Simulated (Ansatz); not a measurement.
A single point on `N[Si]1(F)CO[SiH2]1`.

```yaml
crystal:
  periodic: [false, false, false]
  atoms:
    - {symbol: N, position_ang: [0.311814, -2.006546, -0.040289]}
    - {symbol: Si, position_ang: [-0.357530, -0.542428, 0.503821]}
    - {symbol: F, position_ang: [-1.274611, -0.734724, 1.808041]}
    - {symbol: C, position_ang: [0.910559, 0.866285, 0.712831]}
    - {symbol: O, position_ang: [0.571323, 1.636323, -0.466476]}
    - {symbol: Si, position_ang: [-0.861119, 1.044380, -1.106267]}
    - {symbol: H, position_ang: [0.992630, -2.520908, 0.496038]}
    - {symbol: H, position_ang: [-0.197603, -2.609503, -0.664923]}
    - {symbol: H, position_ang: [0.764439, 1.476074, 1.609960]}
    - {symbol: H, position_ang: [1.964064, 0.578383, 0.659186]}
    - {symbol: H, position_ang: [-0.741724, 0.778631, -2.565716]}
    - {symbol: H, position_ang: [-2.005243, 1.978832, -0.912206]}
basis:
  gaussian: {orbitals: def2-QZVPP}
correlation: {method: mp2}
```

```sh
$ ansatz run in.yaml --threads 2 --pin off --events-out ev --progress --plain --max-ram 22528MiB --backend cuda --devices 0, --max-vram 18GiB
```

It prints (some lines left out):

```
Functional definition: HF
3280 factors; integrals over basis functions are off by at most 8.9e-4 eV
mean field evaluation 1: about -23076.3634 eV, gradient 5.3e1 eV
mean field evaluation 2: about -23076.5358 eV, gradient 5.3e1 eV
mean field evaluation 4: about -23082.1605 eV, gradient 4.9e0 eV
mean field evaluation 8: about -23082.2482 eV, gradient 4.0e-1 eV
mean field -23082.24876307 eV, -848.2569963325 hartree, gradient 2.6e-6 eV, S^2 0.000000; 0 other end points of the search recorded, 0 dependent functions left out
14 core orbitals not correlated: weight in the atoms' cores, before any rotation towards them, 1.000 or more for the frozen orbitals, at most 0.000 for the correlated occupied ones
reference -23082.24876307 eV, -848.2569963325 hartree; 18, 18 occupied and 516, 516 virtual orbitals, 3280 factors
second order -32.24886192 eV of doubles, -0.00000000 eV of singles
Total energy: -23114.49762499 eV, -849.4421201491 hartree
```

Hardware: 2 threads of an AMD EPYC 7R13 on a shared host and a share of an NVIDIA H100 80 GB. Wall time 5.5 s, peak host memory 1.1 GiB.
